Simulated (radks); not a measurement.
The numbers below are computed, except where a source is named.
Spherical jellium clusters: N electrons in a uniform positive sphere of charge N and radius rs N^(1/3), rs = 5.6 bohr. Level of theory: non-relativistic Kohn-Sham, LDA (Slater exchange, Perdew-Wang correlation), spin-polarised, spherical densities (a radial shooting solver with Libxc functionals). Levels are named by radial order and angular momentum (1s, 1p, 1d, 2s, ...), and open shells are averaged over m.

N = 4, configuration 1s2 1p(up 2, down 0). This is the lowest configuration that the search found. Occupied and some empty levels:

| level | occupation | eigenvalue (eV) | <r> (bohr) |
|---|---|---|---|
| 1s up | 1 | -3.1090 | 6.141 |
| 1s down | 1 | -2.7305 | 6.142 |
| 1p up | 2 | -2.1746 | 7.515 |
| 1p down | 0 | -1.7994 | 7.733 |
| 1d up | 0 | -1.0812 | 8.997 |
| 2s up | 0 | -0.81371 | 9.646 |
| 1d down | 0 | -0.77292 | 9.510 |
| 2s down | 0 | -0.63948 | 10.30 |

Energy (eV): total -6.20623, kinetic 4.2260, external -57.805, Hartree 28.619, exchange-correlation -10.633, background 29.386.

Electron density:

| r (bohr) | n(r) (e/bohr^3) |
|---|---|
| 1.02 | 0.001681 |
| 2.12 | 0.001762 |
| 3.21 | 0.001832 |
| 4.30 | 0.001804 |
| 5.40 | 0.001611 |
| 6.49 | 0.001256 |
| 7.59 | 0.0008349 |
| 8.68 | 0.0004704 |
| 9.78 | 0.0002304 |
| 10.9 | 0.0001027 |
| 12.0 | 0.00004261 |
| 13.1 | 0.00001705 |
| 14.2 | 6.626e-06 |
